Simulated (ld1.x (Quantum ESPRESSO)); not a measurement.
How hard is this N (Z = 7) TM potential?

| Property | Result |
| --- | --- |
| Element | nitrogen (N) |
| Generator | ld1.x (Quantum ESPRESSO) 7.5 |
| Type | norm-conserving Troullier–Martins (Kleinman–Bylander form) |
| Functional | PBE |
| Relativity | scalar-relativistic |
| Frozen core | [He] |
| Valence charge | 5 |
| Reference configuration | 2s2 2p3 |
| Partial waves | 2s (bound): rc 0.65 bohr; 2p (bound): rc 1.30 bohr |
| Local potential | all-electron potential smoothed inside 0.60 bohr (lloc = -1) |
| Core correction | Bessel-smoothed model core inside 0.45 bohr |

The pseudo-atom Hamiltonian at the reference potential is diagonalised in spherical Bessel functions j_l(qr) that vanish at 20 bohr, with q² up to the cutoff. All-electron valence levels (Ry): 2s -1.3658, 2p -0.5211.

How do the lowest levels (Ry) of each channel move with the cutoff, and are there ghosts?

```csv
cutoff (Ry),s #1,p #1,p #2,d #1,d #2,f #1,f #2,Σ f·Δε (mRy)
8,-1.2009,-0.1177,0.0480,0.0769,0.1803,0.1195,0.2582,1539.5
18,-1.2363,-0.2950,0.0405,0.0768,0.1802,0.1195,0.2582,936.7
35,-1.3017,-0.4650,0.0370,0.0768,0.1802,0.1195,0.2582,295.9
55,-1.3143,-0.5144,0.0362,0.0768,0.1802,0.1195,0.2582,122.2
90,-1.3255,-0.5209,0.0361,0.0768,0.1802,0.1195,0.2582,80.7
140,-1.3558,-0.5211,0.0361,0.0768,0.1802,0.1195,0.2582,19.3
230,-1.3627,-0.5211,0.0361,0.0768,0.1802,0.1195,0.2582,5.5
400,-1.3655,-0.5211,0.0361,0.0768,0.1802,0.1195,0.2582,0.0
```

Result: no extra level below or beside the all-electron valence levels (s, p, d, f tested); 10 mRy is reached at 160 Ry and 1 mRy at over 300 Ry.

Its largest configuration-test error is +612 meV.
